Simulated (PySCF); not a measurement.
Problem. Write a Z-matrix for `C[C@@H]1[C@H]2CC[C@@H](F)C[C@@H]12` as optimised with PBE0-D3(BJ)/def2-SVP.

Solution. 
Z-matrix in Å and degrees, rows numbered from 1:
```
C 
C   1  1.5043
C   2  1.4978  1  120.80
C   3  1.5131  2  122.00  1   140.78
C   4  1.5249  3  113.09  2    51.68
C   5  1.5136  4  110.20  3    49.98
F   6  1.3806  5  109.76  4   173.22
C   6  1.5180  5  112.16  4   -65.69
C   2  1.5049  1  120.99  3   -71.96
H   1  1.1014  2  110.89  3    34.92
H   1  1.1017  2  111.50  3   154.74
H   1  1.1017  2  111.44  3   -84.81
H   2  1.0972  1  114.45  3   144.99
H   3  1.0956  2  114.90  9   106.25
H   4  1.1040  3  108.35  2   171.95
H   4  1.1028  3  110.33  2   -72.31
H   5  1.1007  4  110.52  3   170.66
H   5  1.1036  4  111.53  3   -70.98
H   6  1.1064  5  108.91  4    56.24
H   8  1.1034  6  106.96  5   -75.09
H   8  1.1000  6  109.08  5   170.28
H   9  1.0946  2  115.17  3  -106.16
```

The 3-membered ring C2–C3–C9 has internal angles of 59.5° to 60.5°. The C–C distances run from 1.498 Å (C2–C3, drawn single) to 1.525 Å (C4–C5, drawn single), a spread of 0.027 Å. The 6-membered ring C3–C4–C5–C6–C8–C9 has internal angles of 110.2° to 120.1° (sum 688°, against 720° for a flat polygon); it is puckered, 0.21 Å rms from its mean plane, widest ring torsion 66°. Of the pairs four or more bonds apart, H13···H18 is among the closest relative to their van der Waals radii: 2.33 Å, 97 % of the sum of Bondi's values.

Method used: PBE0-D3(BJ)/def2-SVP geometry optimisation, gas phase (PySCF).

Point group: C1 (no symmetry element, even within 0.4 Å). No frequency check. One conformer, not necessarily the lowest (C1–C2–C3–C4 141°, C2–C3–C4–C5 52°, C3–C4–C5–C6 50°, C4–C5–C6–F7 173°).
